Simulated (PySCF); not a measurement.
An unknown is described by computed data only.

Formula: C5H3ClFN.

- 13C NMR: chemical shifts (computed TMS as zero) by class: 168.7 (1 C), 160.6 (1 C), 147.4 (1 C), 126.4 (1 C), 111.5 (1 C) ppm [GIAO PBE0/pcSseg-1]
- Polarisability: 77.5 au [CAM-B3LYP/def2-SVPD]
- NMR, other nuclei: isotropic shieldings of nuclei other than C and H, by class: -42 (1 N), 238 (1 F), 630 (1 Cl) ppm [GIAO PBE0/pcSseg-1]
- Rotational structure: rotational constants A, B, C: 3.432, 1.259, 0.921 GHz [PBE0-D3(BJ)/def2-SVP]
- UV, strongest line: among the 10 lowest singlet transitions: S9 at 7.39 eV (168 nm, f = 0.435) [TDDFT CAM-B3LYP/def2-SVPD]
- Triplet: lowest triplet excitation (Tamm–Dancoff): 4.05 eV [TDA CAM-B3LYP/def2-SVPD]
- UV, first state: lowest singlet excitation: 5.31 eV (233 nm, f = 0.101) [TDDFT CAM-B3LYP/def2-SVPD]
- XPS: Cl2p3/2 206.4, C1s 291.1, C1s 291.1, C1s 291.6, C1s 293.3, C1s 294.1, N1s 405.4, F1s 693.4, Cl1s 2829.0 eV [ΔSCF SCAN, pcX-2 on the ionised atom, pcseg-1 elsewhere, spin-free X2C, 2p3/2 from a spin–orbit splitting computed afterwards within the 2p shell]
- 1H NMR: chemical shifts (computed TMS as zero) by class: 7.71 (1 H), 7.12 (1 H), 6.71 (1 H) ppm [GIAO PBE0/pcSseg-1]

Gas-phase values; electronic properties from PySCF, density fitting. Levels stand in brackets. Geometry: PBE0-D3(BJ)/def2-SVP; no solvent, vibrations or thermal averaging. NMR values are class means; diastereotopic atoms form classes of their own.

Problem. Propose a structure and show how it fits.

Solution. Numbering: `[F:1][c:2]1[cH:3][cH:4][cH:5][c:6]([Cl:7])[n:8]1`. Its formula, C5H3ClFN, gives 4 degrees of unsaturation: 1 ring and 3 π bonds in the structure found (Kekulé form). 5 carbons fall into 5 classes; from least to most shielded: aromatic C–F carbon [C2] (168.7 ppm), aromatic C–Cl carbon [C6] (160.6 ppm), aromatic CH carbon [C4] (147.4 ppm), aromatic CH carbon [C5] (126.4 ppm), aromatic CH carbon [C3] (111.5 ppm). Hydrogen classes from least to most shielded: 1 H on an aromatic CH carbon, C4 (7.71 ppm), 1 H on an aromatic CH carbon, C5 (7.12 ppm), 1 H on an aromatic CH carbon, C3 (6.71 ppm). The other shieldings belong to: -42 ppm, pyridine-type nitrogen [N8]; 238 ppm, aryl fluorine [F1]; 630 ppm, aryl chlorine [Cl7]. The core levels belong to: Cl2p3/2 206.4 eV, aryl chlorine [Cl7]; C1s 291.1 eV, aromatic CH carbon [C5]; C1s 291.1 eV, aromatic CH carbon [C3]; C1s 291.6 eV, aromatic CH carbon [C4]; C1s 293.3 eV, aromatic C–Cl carbon [C6]; C1s 294.1 eV, aromatic C–F carbon [C2]; N1s 405.4 eV, pyridine-type nitrogen [N8]; F1s 693.4 eV, aryl fluorine [F1]; Cl1s 2829.0 eV, aryl chlorine [Cl7]. The hole state at 294.1 eV has ⟨S²⟩ = 0.85 against 0.75, so that value is less sure. The hole state at 293.3 eV has ⟨S²⟩ = 0.85 against 0.75, so that value is less sure. S1 is mainly HOMO→LUMO (weight 0.80); the largest Löwdin shares of the orbital it empties are 0.20 on the aryl chlorine, 0.18 on each of 2 atoms of one kind (aromatic CH carbon) and 0.15 on the aromatic C–Cl carbon, of the orbital it fills 0.24 on an aromatic CH carbon, 0.19 on the pyridine-type nitrogen, 0.17 on the aromatic C–Cl carbon and 0.16 on an aromatic CH carbon. The optimised geometry has point group Cs and is an asymmetric top. Structure: 2-chloro-6-fluoropyridine (`Fc1cccc(Cl)n1`). Computed isomers that give other values at the same levels: `Fc1cccnc1Cl` (rotational constant A: 2.969 GHz; this holds for the one conformer computed). The assignments are read from this structure; whether some other isomer fits the data as well wasn't checked.
